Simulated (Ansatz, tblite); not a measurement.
Removing and adding an electron: (Cl2B-mu-SMe)2 (C2H6B2Cl4S2). Total charge 0; singlet. Geometry: PBE-D4/def2-SVP. Ansatz, gas phase; energy differences of separate SCF runs; the oxidised species was run as a doublet alone; the reduced species was run as a doublet alone.

```xyz
16

B    -1.001    1.242    0.605
Cl   -0.661    2.395   -0.753
Cl   -2.132    1.815    1.889
S     0.661    0.575    1.512
C     1.978    0.698    0.254
B    -0.205   -1.205    1.191
Cl    0.907   -2.400    0.401
Cl   -0.986   -1.723    2.733
S    -1.656   -0.545   -0.031
C    -0.992   -0.728   -1.722
H     2.554   -0.245    0.282
H     1.549    0.871   -0.750
H     2.617    1.554    0.537
H    -1.560   -1.543   -2.206
H     0.083   -0.989   -1.693
H    -1.155    0.229   -2.251
```

The xTB rows come from tblite. HOMO above LUMO, or a gap near zero within one spin, warns that the state may not be the lowest or that an electron is smeared out.

```tsv
level	−HOMO (eV)	vertical IE (eV)	−LUMO (eV)	vertical EA (eV)	HOMO–LUMO gap (eV)	IE − EA (eV)	remarks
GFN1-xTB	12.35	14.53	7.10	4.56	5.25	9.97	–
GFN2-xTB	11.56	13.62	6.69	4.55	4.88	9.07	–
BHLYP-D4/def2-TZVP	9.24	10.02	-0.21	-0.86	9.46	10.88	HOMO above zero (-1 doublet)
```

(1) Estimate the rows for PBE-D4/def2-TZVP, PBE0-D4/def2-TZVP.

Results:

(1) 
```csv
level,−HOMO (eV),vertical IE (eV),−LUMO (eV),vertical EA (eV),HOMO–LUMO gap (eV),IE − EA (eV),remarks
PBE-D4/def2-TZVP,6.92,9.27,1.69,-0.42,5.23,9.69,"HOMO above zero (-1 doublet), gap within one spin near zero (+1 doublet), gap within one spin near zero (-1 doublet)"
PBE0-D4/def2-TZVP,8.13,9.77,0.81,-0.65,7.32,10.41,HOMO above zero (-1 doublet)
```

   A HOMO above zero means that the electron is unbound at that level or that self-interaction error raises the level; the energy of removing that electron tells which. Raw xTB energy differences between charge states are shifted by several eV; the methods need an empirical correction for them. Sets without diffuse functions give affinities that are too small. A negative affinity means that the extra electron isn't bound; its size then hangs on the basis.
